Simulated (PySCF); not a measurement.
An unknown is described by computed data only.

Elements present: C, F, H, N and O. Monoisotopic mass: 121.0539 u.

* Polarisability: 65.9 au [PBE0/def2-SVPD]
* Dipole: 3.68 D [PBE0/def2-SVPD]
* NMR, other nuclei: isotropic shieldings of nuclei other than C and H, by class: 154 (1 N), -60 (1 O), 299 (1 O), 421 (1 F) ppm [GIAO PBE0/pcSseg-1]
* 1H NMR: chemical shifts (computed TMS as zero) by class: 6.49 (1 H), 5.76 (1 H), 4.87 (1 H), 4.61 (1 H), 4.08 (1 H), 3.81 (3 H) ppm [GIAO PBE0/pcSseg-1]
* Triplet: lowest triplet excitation (Tamm–Dancoff): 5.26 eV [TDA PBE0/def2-SVPD]
* 13C NMR: chemical shifts (computed TMS as zero) by class: 169.4 (1 C), 92.8 (1 C), 86.4 (1 C), 61.0 (1 C) ppm [GIAO PBE0/pcSseg-1]
* UV, first state: lowest singlet excitation: 5.74 eV (216 nm, f = 0.000) [TDDFT PBE0/def2-SVPD]
* UV, strongest line: among the 6 lowest singlet transitions: S6 at 7.67 eV (162 nm, f = 0.105) [TDDFT PBE0/def2-SVPD]
* Rotational structure: rotational constants A, B, C: 2.756, 1.618, 1.067 GHz [GFN2-xTB]

Gas-phase values; electronic properties from PySCF, density fitting. Levels stand in brackets. The structure is a single GFN2-xTB conformer in the gas phase; no vibrational or solvent corrections. Each NMR value is the plain mean over a class of atoms that symmetry, rotation or inversion makes alike.

Problem. Which formula fits the mass and the elements?

Solution. C4H8FNO2 (calculated 121.0539). No other formula that holds each of these elements comes within 0.0003 u with a fitting electron parity and a possible valence count.

Problem. Propose a structure and show how it fits.

Solution. Numbering: `[CH3:1][O:2][C@H:3]([CH2:4][F:5])[C:6]([NH2:7])=[O:8]`. Its formula, C4H8FNO2, gives 1 degree of unsaturation: 0 rings and 1 π bond in the structure found. 4 carbons fall into 4 classes; from least to most shielded: amide carbonyl carbon [C6] (169.4 ppm), sp3 C–F carbon [C4] (92.8 ppm), sp3 carbon bound to oxygen [C3] (86.4 ppm), methoxy carbon [C1] (61.0 ppm). Hydrogen classes from least to most shielded: 1 H on an amide nitrogen, N7 (6.49 ppm), 1 H on an sp3 C–F carbon, C4 (5.76 ppm), 1 H on an sp3 C–F carbon, C4 (4.87 ppm), 1 H on an amide nitrogen, N7 (4.61 ppm), 1 H on an sp3 carbon bound to oxygen, C3 (4.08 ppm), 3 H on a methoxy carbon, C1 (3.81 ppm, a mean of values up to 0.6 ppm apart in this geometry). The other shieldings belong to: 154 ppm, amide nitrogen [N7]; -60 ppm, amide oxygen [O8]; 299 ppm, ether oxygen [O2]; 421 ppm, alkyl fluorine [F5]. The optimised geometry has point group C1 and is an asymmetric top. Structure: `[C@H](CF)(OC)C(=O)N`. The assignments are read from this structure; whether some other isomer fits the data as well wasn't checked. The mirror image fits equally.

Conformer computed: `[CH3:1][O:2][C@H:3]([CH2:4][F:5])[C:6]([NH2:7])=[O:8]`: C1–O2–C3–C4 -71°, O2–C3–C4–F5 84°, O2–C3–C6–N7 -16°, H–N7–C6–C3 7°, H–N7–C6–C3 178°.
